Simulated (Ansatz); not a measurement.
C₂H₆SeSi, SMILES `[SeH]C1C[SiH2]1` at its PBE0-D4/def2-TZVP geometry, where that method's forces vanish. Charge 0, multiplicity 1.

| atom | x (Å) | y (Å) | z (Å) |
| --- | --- | --- | --- |
| Se1 | 1.2618 | 1.2639 | -1.3484 |
| C2 | 0.6768 | -0.1869 | -0.2197 |
| C3 | 0.1649 | 0.2358 | 1.1745 |
| Si4 | -1.1195 | -0.5111 | 0.0795 |
| H5 | 0.6275 | 0.7941 | -2.5879 |
| H6 | 1.3698 | -1.0216 | -0.2158 |
| H7 | 0.5616 | -0.3269 | 2.0136 |
| H8 | 0.1211 | 1.3037 | 1.3633 |
| H9 | -1.5501 | -1.9036 | 0.3256 |
| H10 | -2.1142 | 0.3527 | -0.5847 |

**Question.** For each bond, give half the difference of the two atoms' forces along it (eV/Å; positive pushes the atoms apart) under PBE-D4, r2SCAN-D4, B3LYP-D4, ωB97M-V in def2-TZVPP. (Best estimate.)

**Answer.** Computed: 
| bond | length (Å) | PBE-D4 | r2SCAN-D4 | B3LYP-D4 | ωB97M-V |
| --- | --- | --- | --- | --- | --- |
| Se1–C2 | 1.929 | 0.17 | 0.14 | 0.28 | 0.04 |
| Se1–H5 | 1.469 | 0.26 | -0.01 | 0.04 | -0.11 |
| C2–C3 | 1.544 | 0.05 | 0.11 | 0.18 | 0.21 |
| C2–Si4 | 1.850 | 0.17 | 0.07 | 0.11 | 0.06 |
| C2–H6 | 1.085 | 0.07 | -0.07 | -0.17 | -0.13 |
| C3–Si4 | 1.846 | 0.21 | 0.13 | 0.22 | 0.09 |
| C3–H7 | 1.085 | 0.07 | -0.05 | -0.12 | -0.10 |
| C3–H8 | 1.085 | 0.08 | -0.05 | -0.11 | -0.09 |
| Si4–H9 | 1.478 | -0.01 | -0.05 | -0.13 | -0.12 |
| Si4–H10 | 1.475 | -0.01 | -0.05 | -0.11 | -0.11 |

B3LYP here is the variant with VWN-RPA as its local correlation; programs differ in this.
